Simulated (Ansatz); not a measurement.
C3H4Br2 (SMILES C/C(Br)=C\Br) moved off its minimum; all values from Ansatz (a program for electronic structure), cores frozen in correlated methods.
(charge 0, multiplicity 1)
```xyz
9

C     -1.75382    -0.62412     0.74210
C     -0.61719     0.22401     0.18190
Br    -0.80823     2.19510     0.14019
C      0.71052    -0.12838    -0.18742
Br     1.24680    -2.08158    -0.25599
H     -2.00615    -0.21937     1.56271
H     -1.47621    -1.67195     0.62799
H     -2.54074    -0.51714    -0.12659
H      1.42726     0.49620    -0.50934
```

```csv
level,largest force (eV/Å),on atom,rms difference from CCSD(T)/aug-cc-pVTZ (eV/Å),dipole (D)
HF/def2-TZVPP,10.54,C1,0.548,1.14
PBE/def2-TZVPP,9.90,C1,0.135,1.03
r2SCAN/def2-TZVPP,10.01,C1,0.153,1.11
B3LYP/def2-TZVPP,9.96,C1,0.200,1.03
wB97M-V/def2-TZVPP,10.02,C1,0.236,1.03
MP2/aug-cc-pVTZ,10.14,C1,0.106,0.92
CCSD(T)/aug-cc-pVTZ,9.99,C1,0.000,0.93
```

The differences count from one level among others, with limits of its own. Forces at CCSD(T)/aug-cc-pVTZ (eV/Å):

```csv
atom,Fx,Fy,Fz
C1,1.609,-1.577,-9.737
C2,4.110,-0.262,-0.545
Br3,-0.276,-1.066,0.099
C4,-5.850,-3.208,1.935
Br5,-0.480,1.771,0.099
H6,-2.385,2.225,6.317
H7,0.152,0.014,0.933
H8,0.725,0.024,1.987
H9,2.394,2.080,-1.088
```

Doubts at one or more of the structures used: a restricted determinant that unrestricted orbitals would lower (MP2/aug-cc-pVTZ, CCSD(T)/aug-cc-pVTZ).
